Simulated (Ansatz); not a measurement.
## Abstraction of F: SnH3F + CH2Br → SnH3 + CH2BrF

Species: SnH3F `[F][SnH3]`, singlet; CH2Br `[CH2]Br`, doublet; SnH3 `[SnH3]`, doublet; CH2BrF `FCBr`, singlet. A radical takes F: the energy is the difference in strength between the Sn–F bond broken and the C–F bond made.

Shapes, held fixed at every level: PBE0-D4/def2-TZVP. Programs: Ansatz 0.2.0. The zero-point and thermal change to 298 K, harmonic and unscaled (PBE0-D4/def2-TZVP), is +8.5 kJ/mol.

| level | kind | ΔH(298 K) (kJ/mol) | less CCSD(T)/def2-TZVPP |
| --- | --- | --- | --- |
| HF/def2-TZVPP | Hartree–Fock | +52.7 | +19.8 |
| PBE0-D4/def2-TZVPP | global hybrid | +27.2 | -5.7 |
| wB97M-V/def2-TZVPP | range-separated hybrid | +28.0 | -4.9 |
| wB97X-V/def2-TZVPP | range-separated hybrid | +38.4 | +5.5 |
| MP2/def2-SVP | perturbation theory | +19.7 | -13.2 |
| MP2/def2-TZVPP | perturbation theory | +30.0 | -2.9 |
| CCSD(T)/def2-SVP | coupled cluster or CI | +18.1 | -14.8 |
| CCSD(T)/def2-TZVPP | coupled cluster or CI | +32.9 | 0.0 |

The highest level, CCSD(T)/def2-TZVPP, gives ΔH(298 K) = +32.9 kJ/mol; the levels span +18.1 to +52.7. The column of differences is taken from that level and isn't an error. No measured value is set beside it here. Open shells run unrestricted unless RO is named. For atoms past krypton def2 sets carry core potentials with scalar relativity. Relativity is left out for Br unless named. Correlated rows may include outer-core shells of Br, Sn, which these sets cover unevenly.
